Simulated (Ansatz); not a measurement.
`C[O][Zn]` radical, relaxed with UKS PBE-D4/def2-SVP in the Gaussian-basis code of Ansatz from a rough embedded geometry. The force threshold is 0.03 eV/Å; the program also tests the step.

Total charge 0; spin multiplicity 2.

Start:

```xyz
6

C    -0.331   -0.412   -0.139
O     0.842    0.322    0.331
Zn    1.208    1.819    0.636
H    -1.150   -0.249    0.500
H    -0.555   -0.012   -1.145
H    -0.014   -1.469   -0.182
```

(1) How much energy does the relaxation release, and in how many steps? (Estimate.)

(2) Which bonds change most? (Best estimate.)

(3) Give the relaxed structure. (Best estimate.)

Answers

(1) Computed: 104.52 kJ/mol, in 4 steps.

(2) Ansatz gave: O2–Zn3 from 1.571 to 1.856 Å; C1–H4 from 1.052 to 1.120 Å; C1–O2 from 1.461 to 1.399 Å; C1–H5 from 1.105 to 1.120 Å.

(3) Ansatz gave: 
```xyz
6

C    -0.255   -0.386   -0.139
O     0.945    0.156    0.333
Zn    1.132    1.975    0.652
H    -1.132   -0.232    0.541
H    -0.560   -0.022   -1.154
H    -0.129   -1.491   -0.233
```
